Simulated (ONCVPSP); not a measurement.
## strontium: excitation energies, all-electron against ONCV

ONCVPSP 4.0.1 input, shortened (lines: element, Z, core and valence counts, functional; n l f; lmax; l rc ep ncon nbas qcut; lloc lpopt rc5 dvloc0; l nproj debl; icmod fcfact rcfact), BLYP, fully relativistic:

```
  Sr 38.00    8    1  -106131      upf
    1    0    2.00
    2    0    2.00
    2    1    6.00
    3    0    2.00
    3    1    6.00
    3    2   10.00
    4    0    2.00
    4    1    6.00
    5    0    2.00
    2
    0    3.60    0.00    3    6    2.10
    1    3.75    0.31    4    8    1.80
    2    3.40    0.42    4    8    2.40
    4    5    2.70    6.00
    0    2    0.30
    1    2    1.80
    2    2    3.30
    3    4.50    1.75
```

Open shells are filled in proportion to 2j + 1.

In the p channel the program set the typed energies aside and used 0.050, 1.850 Ha (j = l + 1/2; the other j can differ). In the d channel the program set the typed energies aside and used -0.041, 3.259 Ha (j = l + 1/2; the other j can differ).

Energies are relative to the spin-unpolarised reference configuration 5s2; without spin polarisation the order of configurations can differ from experiment.

**Question.** Give the all-electron excitation energy and the error of the potential for: 5s1; 5s1.5; 5s1 5p1; 4d0.5 5s1.5.

**Answer.**

```
valence configuration  charge  ΔE all-electron (eV)  error AE − PS (meV)
                  5s1      +1                 5.809                  -56
                5s1.5    +0.5                 2.279                  -12
              5s1 5p1       0                 2.354                 -4.8
          4d0.5 5s1.5       0                 1.153                  +19
```

Levels in the configuration 5s1.5:

| level | all-electron (eV) | pseudo (eV) |
| --- | --- | --- |
| 5s j=1/2 | -5.777 | -5.830 |
